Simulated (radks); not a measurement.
Values are calculated unless marked as measured or tabulated.
How relativity changes the ionisation of neutral cobalt ([Ar] 3d7 4s2) to Co+ ([Ar] 3d8). Spin-unpolarised spherical Kohn-Sham, PBEsol, point nucleus unless stated (finite: rms radius 3.7875 fm), a radial shooting solver on a logarithmic mesh with Libxc functionals. A level marked "c x" has the speed of light scaled by that factor and shares open shells by 2j + 1; other Dirac levels either fill j = l - 1/2 first or share by 2j + 1.

| level | E(Co) (hartree) | E(Co+) (hartree) | IE (eV) | HOMO | <r> HOMO (bohr) |
|---|---|---|---|---|---|
| non-rel. | -1381.17417 | -1380.95759 | 5.894 | 4s | 2.920 |
| scalar-rel. | -1391.90201 | -1391.66597 | 6.423 | 4s | 2.881 |
| scalar-rel., finite nucleus | -1391.89698 | -1391.66094 | 6.423 | 4s | 2.881 |
| Dirac, 2j+1 shares | -1391.93491 | -1391.69886 | 6.423 | 4s1/2 | 2.881 |
| Dirac, low j first | -1391.94339 | -1391.70406 | 6.512 | 4s1/2 | 2.881 |
| Dirac, 2j+1 shares, finite nucleus | -1391.92987 | -1391.69383 | 6.423 | 4s1/2 | 2.881 |
| Dirac, c x 0.85 | -1396.17974 | -1395.93603 | 6.632 | 4s1/2 | 2.866 |
| Dirac, c x 1.25 | -1388.01348 | -1387.78451 | 6.230 | 4s1/2 | 2.895 |
| Dirac, c x 100 | -1381.17523 | -1380.95864 | 5.894 | 4s1/2 | 2.920 |

NIST Atomic Spectra Database: 7.881 eV (measured). The relativistic part of the total energy of Co is -10.76 hartree (Dirac, 2j+1 shares, finite nucleus), 0.78 % of the non-relativistic value. Spin polarisation and multiplet splitting of open shells are left out at every level.

Beside tabulated values, note that spin-unpolarised runs miss the spin-polarisation part of the exchange energy of open shells.
